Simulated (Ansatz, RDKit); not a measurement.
Complex: HCl (SMILES Cl) (first 2 atoms) with AsH3 (SMILES [AsH3]); geometry from B3LYP-D3(BJ)/def2-TZVP, rigid monomers moved along the line of their centres of mass till H2···As3 is 3.38 Å.
(charge 0, multiplicity 1):
```xyz
6

Cl     1.208     0.530     0.657
H      0.728     0.280     1.824
As    -0.523    -0.375     4.897
H     -1.097     0.676     3.950
H     -0.423    -1.410     3.780
H      0.905     0.106     4.657
```

Counterpoise-corrected where a basis set is named; no monomer relaxation. RDKit's UFF carries no charges.

Frozen-core correlation. Filled d and f shells under p-block atoms count as core.

Run with Ansatz (a program for electronic structure) with Gaussian orbitals; RDKit for the force fields. Values without a source in brackets are computed.

Predict the interaction energy from UFF.

-0.6 kcal/mol
